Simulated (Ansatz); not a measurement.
`C=[C]([AlH2])[GeH3]` + `O[SiH](F)S` → `O[SiH](F)[S][GeH3]` + `C=[CH][AlH2]`  (ligand exchange at a Ge–C bond)

Computed with Ansatz on PBE0-D4/def2-TZVP structures; ΔE is electronic, products minus reactants. CCSD(T)/CBS is the MP2 limit (def2-TZVPP, def2-QZVPP) plus CCSD(T) − MP2 in def2-TZVPP, frozen cores. Functionals use def2-TZVPP. B3LYP here is the variant with VWN-RPA as its local correlation; programs differ in this. For Ge outer-core shells are correlated without core-valence functions, which leaves a few kJ/mol of doubt a bond. Scalar relativity is left out up to krypton. One conformer a species, not always the lowest.

```csv
level,ΔE (kJ/mol),difference from CCSD(T)/CBS
PBE-D4,-58.0,-2.6
r2SCAN-D4,-60.1,-4.7
PBE0-D4,-60.4,-5.0
B3LYP-D4,-60.8,-5.4
ωB97X-V,-59.4,-4.0
ωB97M-V,-59.9,-4.5
B2PLYP,-57.8,-2.4
PBE,-56.8,-1.4
r2SCAN,-59.9,-4.5
PBE0,-59.3,-3.9
B3LYP,-58.8,-3.4
HF/def2-TZVPP,-65.2,-9.8
MP2/def2-TZVPP,-55.2,0.2
SCS-MP2/def2-TZVPP,-55.5,-0.1
CCSD/def2-TZVPP,-54.9,0.5
CCSD(T)/def2-TZVPP,-54.0,1.4
HF/def2-QZVPP,-65.3,-9.9
MP2/def2-QZVPP,-56.0,-0.6
SCS-MP2/def2-QZVPP,-56.5,-1.1
HF/CBS(def2),-65.3,-9.9
MP2/CBS(def2),-56.6,-1.2
CCSD/CBS(def2),-56.4,-1.0
CCSD(T)/CBS,-55.4,0
```

Largest T1 diagnostic among the species: 0.012.

In def2-TZVPP, CCSD(T) changes the Hartree–Fock value by +11.2 kJ/mol (the triples alone add +0.9 kJ/mol) and MP2 by +10.0 kJ/mol.
